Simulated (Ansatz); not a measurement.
**Redistribution: CBr2ClF + C2ClF3 → CBrCl2F + C2BrF3**

Gas-phase species: CBr2ClF (dibromochlorofluoromethane) `FC(Cl)(Br)Br`, singlet; C2ClF3 (chlorotrifluoroethylene) `FC(F)=C(F)Cl`, singlet; CBrCl2F (bromodichlorofluoromethane) `FC(Cl)(Cl)Br`, singlet; C2BrF3 (bromotrifluoroethene) `FC(F)=C(F)Br`, singlet. The partners trade Br for Cl; both sit on C, so the bond types are kept.

Shapes, held fixed at every level: PBE0-D4/def2-TZVP. Programs: Ansatz 0.2.0. The zero-point and thermal change to 298 K, harmonic and unscaled (PBE0-D4/def2-TZVP), is -0.1 kJ/mol.

**Question.** Estimate ΔH(298 K) of this reaction.

**Answer.** The highest level, CCSD(T)/def2-TZVPP, gives ΔH(298 K) = -2.7 kJ/mol; the levels span -3.8 to -1.0. That is about zero within the method's error. The column of differences is taken from that level and isn't an error. No measured value is set beside it here. Relativity is left out for Br. Outer-core shells of Br are correlated, in sets that cover them unevenly.

| level | kind | ΔH(298 K) (kJ/mol) | less CCSD(T)/def2-TZVPP |
| --- | --- | --- | --- |
| B3LYP-D4/def2-TZVPP | global hybrid | -1.0 | +1.7 |
| BHLYP-D4/def2-TZVPP | global hybrid | -1.6 | +1.1 |
| PBE0-D4/def2-TZVPP | global hybrid | -1.4 | +1.3 |
| MP2/def2-SVP | perturbation theory | -3.0 | -0.3 |
| MP2/def2-TZVPP | perturbation theory | -1.8 | +0.9 |
| CCSD(T)/def2-SVP | coupled cluster or CI | -3.8 | -1.1 |
| CCSD(T)/def2-TZVPP | coupled cluster or CI | -2.7 | 0.0 |
